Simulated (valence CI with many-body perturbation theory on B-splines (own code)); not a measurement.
Forbidden lines of Sn⁴³⁺

Method: relativistic CI+MBPT: five valence electrons over a frozen Dirac-Fock core [He], radial functions for each j: 11 s, 11 p, 10 d, 8 f, 5 g, 2 h, with the one-electron correlation potential Σ1, the two-electron term Σ2, the three-electron term Σ3, Breit, model QED; selected CI, second order for the rest, scaled by the run's own slope (own B-spline code, finite nucleus).

No measured spectrum was set against this ion. As an estimate, large intervals hold to a few tenths of a per cent, small ones and those within an open d or f shell to about a per cent. Among the levels kept, up to 7200 cm⁻¹ of a level comes from second order outside the variational space, and about a tenth of that is noise between levels of different J, which matters for small intervals.

Lines 51 to 72 of 72 in falling wavelength, among levels below 4925.9 eV, chosen from the decays that carry over 1 % of a level's rate. Wavelengths and rates use the calculated energies. Electric multipoles are in the length gauge, E1 and E2 with the static RPA response of the core. S is in atomic units (e²a₀⁴ for E2 and M2, e²a₀⁶ for E3), for M1 in squared Bohr magnetons. Weak lines are less certain than strong ones. Lines between different terms over intervals too small for the method are left out, as are lines whose strength nearly cancels. The highest levels of a list are the least certain.

Levels are named by their leading jj configuration (3d3/2^4 stands for four electrons in 3d with j = 3/2), which in mixed levels can hold well under half, so a name can repeat and another be missing. Letters in brackets count levels of one name in rising energy.

| λ vac (Å) | Upper | Lower | Type | A (s⁻¹) | S (a.u.) |
| --- | --- | --- | --- | --- | --- |
| 2.916 | (2s^2 2p3/2^2 3p3/2) J=7/2 | (2s^2 2p1/2 2p3/2^2) J=5/2 | E2 | 5.06e+10 | 7.62e-05 |
| 2.914 | (2s^2 2p3/2^2 3p3/2) J=1/2 | (2s^2 2p1/2 2p3/2^2) J=5/2 | E2 | 9.31e+10 | 3.49e-05 |
| 2.914 | (2s^2 2p1/2 2p3/2 3p3/2) J=7/2 | (2s^2 2p1/2^2 2p3/2) J=3/2 | E2 | 1.08e+11 | 1.62e-04 |
| 2.904 | (2s^2 2p1/2 2p3/2 3p3/2) J=5/2 [b] | (2s^2 2p1/2^2 2p3/2) J=3/2 | E2 | 7.53e+10 | 8.33e-05 |
| 2.904 | (2s^2 2p3/2^2 3p3/2) J=7/2 | (2s^2 2p1/2 2p3/2^2) J=3/2 | E2 | 7.60e+10 | 1.12e-04 |
| 2.895 | (2s^2 2p1/2 2p3/2 3p3/2) J=1/2 [b] | (2s^2 2p1/2^2 2p3/2) J=3/2 | E2 | 5.07e+10 | 1.84e-05 |
| 2.894 | (2s^2 2p3/2^2 3p3/2) J=3/2 [a] | (2s^2 2p1/2 2p3/2^2) J=5/2 | E2 | 8.20e+10 | 5.94e-05 |
| 2.858 | (2s^2 2p3/2^2 3d5/2) J=9/2 | (2s^2 2p1/2 2p3/2^2) J=5/2 | M2 | 8.46e+08 | 1.44e-06 |
| 2.857 | (2s^2 2p1/2 2p3/2 3d5/2) J=9/2 | (2s^2 2p1/2^2 2p3/2) J=3/2 | E3 | 3.01e+08 | 1.49e-05 |
| 2.846 | (2s^2 2p3/2^2 3d5/2) J=9/2 | (2s^2 2p1/2 2p3/2^2) J=3/2 | E3 | 2.36e+08 | 1.13e-05 |
| 2.776 | (2s 2p1/2 2p3/2^2 3d5/2) J=9/2 [a] | (2s^2 2p1/2 2p3/2^2) J=5/2 | E2 | 1.34e+10 | 1.97e-05 |
| 2.769 | (2s 2p1/2^2 2p3/2 3d3/2) J=7/2 | (2s^2 2p1/2^2 2p3/2) J=3/2 | E2 | 1.59e+11 | 1.85e-04 |
| 2.764 | (2s 2p1/2 2p3/2^2 3d3/2) J=9/2 | (2s^2 2p1/2 2p3/2^2) J=5/2 | E2 | 2.39e+11 | 3.45e-04 |
| 2.761 | (2s 2p1/2 2p3/2^2 3d5/2) J=7/2 [a] | (2s^2 2p1/2 2p3/2^2) J=3/2 | E2 | 4.86e+11 | 5.57e-04 |
| 2.754 | (2s 2p1/2 2p3/2^2 3d5/2) J=9/2 [b] | (2s^2 2p1/2 2p3/2^2) J=5/2 | E2 | 3.91e+11 | 5.53e-04 |
| 2.734 | (2s 2p1/2 2p3/2^2 3s) J=7/2 | (2s^2 2p1/2^2 2p3/2) J=3/2 | E2 | 5.88e+10 | 6.42e-05 |
| 2.734 | (2s 2p1/2^2 2p3/2 3d3/2) J=5/2 [b] | (2s^2 2p1/2^2 2p3/2) J=3/2 | E2 | 2.45e+11 | 2.01e-04 |
| 2.730 | (2s 2p1/2 2p3/2^2 3d3/2) J=7/2 [c] | (2s^2 2p1/2 2p3/2^2) J=5/2 | E2 | 4.00e+11 | 4.33e-04 |
| 2.729 | (2s 2p1/2^2 2p3/2 3d3/2) J=1/2 [b] | (2s^2 2p1/2^2 2p3/2) J=3/2 | E2 | 8.20e+11 | 2.22e-04 |
| 2.722 | (2s 2p1/2 2p3/2^2 3d3/2) J=3/2 [d] | (2s^2 2p1/2 2p3/2^2) J=3/2 | E2 | 4.52e+11 | 2.41e-04 |
| 2.718 | (2s 2p1/2 2p3/2^2 3d5/2) J=9/2 [c] | (2s^2 2p1/2 2p3/2^2) J=5/2 | E2 | 6.60e+11 | 8.74e-04 |
| 2.713 | (2s 2p1/2 2p3/2^2 3d5/2) J=7/2 [c] | (2s^2 2p1/2 2p3/2^2) J=3/2 | E2 | 4.83e+11 | 5.08e-04 |
